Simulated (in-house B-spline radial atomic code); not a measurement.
Ne⁷⁺. Computed with a B-spline radial atomic code. Model: all-electron spherical atom, spin shells full or empty, radial basis limit, no spin-orbit coupling: exact exchange with a local potential (Slater, KLI or optimised effective potential, whose far tail is KLI's), no correlation.

Empty minority-spin level lies below the highest occupied level: each spin potential is zero at infinity, spin occupations fixed.

The run also made RPA and GW results, which its time includes.

The Slater potential averages the orbital exchange potentials with the orbital densities as weights, KLI adds orbital constants, and the optimised effective potential minimises the exact-exchange energy among local potentials. So their energies lie above Hartree-Fock in the order OEP, KLI, Slater. All fall off as −1/r, unlike LDA and GGA exchange.

Command:
```bash
python run_gw.py task.json out
```
Settings (nuclear radius in fm, other lengths in bohr, energies in hartree):
```
Z                      10
electrons              3
configuration          [He] 2s1
hamiltonian            x2c
method                 kli
lmax                   9
rms_radius             3.0055
spin_polarised         True
box_radius             8.41
intervals              100
ion_configuration      1s2
```

Cost of the run: 1.9 s on 1 thread of Intel(R) Xeon(R) 6975P-C (Granite Rapids) (shared host).

Given: hamiltonian one-electron scalar X2C; mean-field start exchange-only KLI.

Computed: energy above Hartree-Fock 0.59107 millihartree.

| radius (bohr) | r times exchange potential up (hartree bohr) | r times exchange potential down (hartree bohr) |
| --- | --- | --- |
| 0.005 | -0.044392 | -0.048469 |
| 0.00588 | -0.052169 | -0.056968 |
| 0.00692 | -0.061334 | -0.066986 |
| 0.00813 | -0.071964 | -0.078613 |
| 0.00956 | -0.084469 | -0.092302 |
| 0.0112 | -0.098726 | -0.10792 |
| 0.0132 | -0.11598 | -0.12685 |
| 0.0156 | -0.13645 | -0.14935 |
| 0.0183 | -0.15915 | -0.17438 |
| 0.0215 | ? | ? |
| 0.0253 | -0.21614 | -0.23753 |
| 0.0298 | -0.25116 | -0.27666 |
| 0.035 | -0.28991 | -0.32031 |
| 0.0412 | -0.33358 | -0.37004 |
| 0.0484 | -0.3807 | -0.42449 |
| 0.0569 | -0.4313 | -0.48416 |
| 0.067 | ? | ? |
| 0.0787 | -0.53682 | -0.61485 |
| 0.0926 | -0.58725 | -0.6826 |
| 0.109 | -0.632 | -0.74885 |
| 0.128 | -0.66673 | -0.8098 |
| 0.151 | -0.68853 | -0.86525 |
| 0.177 | -0.69149 | -0.90949 |
| 0.208 | -0.67077 | -0.94427 |
| 0.245 | -0.61904 | -0.96909 |
| 0.288 | -0.54783 | -0.98462 |
| 0.339 | -0.51973 | -0.99336 |
| 0.399 | -0.58753 | -0.99757 |
| 0.469 | -0.69551 | -0.99926 |
| 0.551 | -0.79404 | -0.99982 |
| 0.648 | -0.87268 | -0.99997 |
| 0.762 | -0.92973 | -1 |
| 0.897 | -0.9667 | -1 |
| 1.05 | -0.98639 | -1 |
| 1.24 | -0.99579 | -1 |
| 1.46 | -0.99898 | -1 |
| 1.72 | -0.99982 | -1 |

Q: What belongs in the row 0.0215?

A: r times exchange potential up (hartree bohr): -0.18555; r times exchange potential down (hartree bohr): -0.20356.

Q: What belongs in the row 0.067?

A: r times exchange potential up (hartree bohr): -0.48442; r times exchange potential down (hartree bohr): -0.54861.

```json
{"occupied": "1s up", "level (hartree)": "-40.984", "Hartree-Fock level (hartree)": "-42.313"}
{"occupied": "1s down", "level (hartree)": "-42.13", "Hartree-Fock level (hartree)": "-42.135"}
{"occupied": "2s up", "level (hartree)": "-8.7825", "Hartree-Fock level (hartree)": "-8.7828"}
```

```
  empty  level (hartree)
2s down          -9.1453
2p down          -8.7566
  2p up          -8.1817
3s down          -3.8588
  3s up          -3.7774
3p down                ?
  3p up          -3.6179
3d down                ?
  3d up          -3.5555
4s down          -2.1238
```

Q: What belongs in the row 3p down?

A: level (hartree): -3.7349.

Q: What belongs in the row 3d down?

A: level (hartree): -3.6069.

The highest level, 2s up, differs from Hartree-Fock by +0.0086 eV and the deepest, 1s down, by +0.146 eV: a local potential can match the highest level but can't give each shell its own exchange.
